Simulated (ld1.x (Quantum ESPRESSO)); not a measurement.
What one change does to a pseudopotential (zirconium, TM)

```
Element                 : zirconium
Generator               : ld1.x (Quantum ESPRESSO) 7.5
Type                    : norm-conserving Troullier–Martins (Kleinman–Bylander form)
Functional              : PBEsol
Relativity              : scalar-relativistic
Frozen core             : [Ar] 3d10 4s2
Valence charge          : 10
Reference configuration : 4p6 4d2 5s2 5p0
Partial waves           : 4p (bound): rc 1.70 bohr; 4d (bound): rc 2.70 bohr; 5s (bound): rc 3.10 bohr
Local potential         : the s channel
Core correction         : a·sin(br)/r model core inside 1.35 bohr
```

Change: all radii but the core radius scaled by about 1.34 (s 4.16, p 2.28, d 3.62 bohr).

Cutoffs: the cutoffs (Ry, on a coarse ladder) from which the occupation-weighted sum of valence levels, in a spherical-Bessel basis at the reference potential, stays within 10 and 1 mRy of its value at 400 Ry; they do not see the model core or the augmentation charge, which bear on the density cutoff. Errors are all-electron minus pseudo energies relative to the spin-unpolarised reference configuration.

**Question.** What does the change do?

**Answer.** The potential gets softer (40 Ry and 70 Ry → 21 Ry and 35 Ry); of the 7 tests that both files solve, the error grows in 2 and shrinks in 3 by more than 15 % and 0.3 meV (median size 34.9 → 173.7 meV); neither file shows a bound ghost at the reference potential, the only one tested. A larger radius leaves more room for a smooth pseudo-wave, so fewer plane waves are needed.

```csv
quantity,base,changed
"cutoff, loose",40 Ry,21 Ry
"cutoff, tight",70 Ry,35 Ry
loose cutoff by channel (10 mRy a level),"p 25 Ry, d 21 Ry, s 6 Ry","p 18 Ry, d 15 Ry, s 6 Ry"
bound ghosts,none,none
"error for 4p6 4d2 5s1 5p0, meV [ΔE 7.17 eV]",-5.1,-3.5
"error for 4p6 4d2 5s0 5p0, meV [ΔE 20.08 eV]",-35,-89
"error for 4p6 4d1 5s0 5p0, meV [ΔE 42.66 eV]",-34,-174
"error for 4p6 4d2 5s1.5 5p0, meV [ΔE 2.90 eV]",-1.3,-0.1
"error for 4p6 4d2 5s0 5p2, meV [ΔE 6.27 eV]",-1131,-1178
"error for 4p6 4d1 5s2 5p1, meV [ΔE 3.02 eV]",-691,-569
"error for 4p6 4d2 5s0 5p1, meV [ΔE 10.92 eV]",-826,-889
```

Changed file: These tests converged, but a pseudo level misses the all-electron one widely, so the file describes the atom poorly there or has found another state: 4p6 4d1 5s0 5p0: empty 5p by 2.1 eV (a node warning on the way).
